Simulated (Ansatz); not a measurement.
def2 core potentials replace the inner electrons of Sn.

Species: C9H14O3Sn, SMILES `C[O][Sn]([O]C)([O]C)[c]1ccccc1` with one electron added (charge -1, multiplicity 2).

Task: Give a relaxed geometry from PBE0-D3(BJ)/def2-SVP (Ansatz, a first-principles code).

Result: Several could match; the one computed here: the end point of this relaxation, one of several conformers (outside a Z-matrix the atoms follow the SMILES, hydrogens last).
Cartesian coordinates (Å) in one orientation:
```xyz
27

C     -0.838    -0.465     2.049
O     -1.233     0.687     1.399
Sn    -0.704     0.900    -0.576
O     -2.663     1.528    -1.120
C     -3.394     2.263    -0.211
O     -1.076    -1.003    -1.241
C     -2.350    -1.525    -1.339
C      1.484     0.248    -0.314
C      1.887    -1.039    -0.690
C      3.222    -1.431    -0.562
C      4.172    -0.542    -0.054
C      3.779     0.742     0.323
C      2.444     1.131     0.185
H      0.209    -0.424     2.429
H     -1.484    -0.653     2.934
H     -0.894    -1.375     1.413
H     -3.165     3.357    -0.228
H     -4.481     2.183    -0.440
H     -3.260     1.929     0.838
H     -3.129    -0.744    -1.433
H     -2.439    -2.193    -2.225
H     -2.623    -2.147    -0.454
H      1.127    -1.725    -1.077
H      3.526    -2.441    -0.857
H      5.217    -0.851     0.048
H      4.518     1.444     0.726
H      2.148     2.147     0.477
```
